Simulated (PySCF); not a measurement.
SCF from a fresh guess for sextet TcCl₂, at the PBE0 minimum. PySCF input:

```python
from pyscf import gto, scf, dft
mol = gto.M(atom='''
Tc    -0.000000     0.000000     0.000000
Cl     2.299572    -0.000000    -0.000000
Cl    -2.299572     0.000000     0.000000''',
    basis={'Tc': 'def2-SVP', 'Cl': 'def2-SVP'},
    ecp={'Tc': 'def2-SVP'},
    charge=0, spin=5)
mf = dft.UKS(mol, xc='PBE0')
mf.grids.atom_grid = (50, 194)
aux = {'Tc': 'def2-universal-JKFIT', 'Cl': 'def2-universal-JKFIT'}
mf = mf.density_fit(auxbasis=aux)
mf.conv_tol = 1e-08
mf.diis_space = 10
mf.max_cycle = 60
mf.init_guess = 'minao'
mf.verbose = 4
mf.kernel()
```

Excerpt of the output (cycles alone):

```
init E= -992.118998857424
cycle= 1 E= -1000.61233699496  delta_E= -8.49  |g|= 0.271  |ddm|=  2.2
cycle= 2 E= -1000.64846344297  delta_E= -0.0361  |g|= 0.181  |ddm|= 0.633
cycle= 3 E= -1000.66469567209  delta_E= -0.0162  |g|= 0.0282  |ddm|= 0.266
cycle= 4 E= -1000.66476846047  delta_E= -7.28e-05  |g|= 0.0385  |ddm|= 0.0796
cycle= 5 E= -1000.66567681097  delta_E= -0.000908  |g|= 0.00339  |ddm|= 0.0541
cycle= 6 E= -1000.66569689685  delta_E= -2.01e-05  |g|= 0.000713  |ddm|= 0.014
cycle= 7 E= -1000.66569754127  delta_E= -6.44e-07  |g|= 0.000243  |ddm|= 0.00203
cycle= 8 E= -1000.66569760709  delta_E= -6.58e-08  |g|= 1.86e-05  |ddm|= 0.000643
cycle= 9 E= -1000.66569760752  delta_E= -4.28e-10  |g|= 2.58e-06  |ddm|= 4.95e-05
Extra cycle  E= -1000.66569760752  delta_E= -2.5e-12  |g|= 2.42e-06  |ddm|= 7.37e-06
converged SCF energy = -1000.66569760752  <S^2> = 8.7613321  2S+1 = 6.0037762
```

No lower solution of this spin was found from smeared starts or by a stability analysis within the unrestricted form.

Open d and f shells are described by one determinant, and the ground state may have another occupation or spin.

The search for the lowest solution, 3 starts and the stability check together, took 9.5 s on 2 threads of a shared Arm Neoverse N1 host, with 67 basis functions; the process peaked at 0.32 GiB.
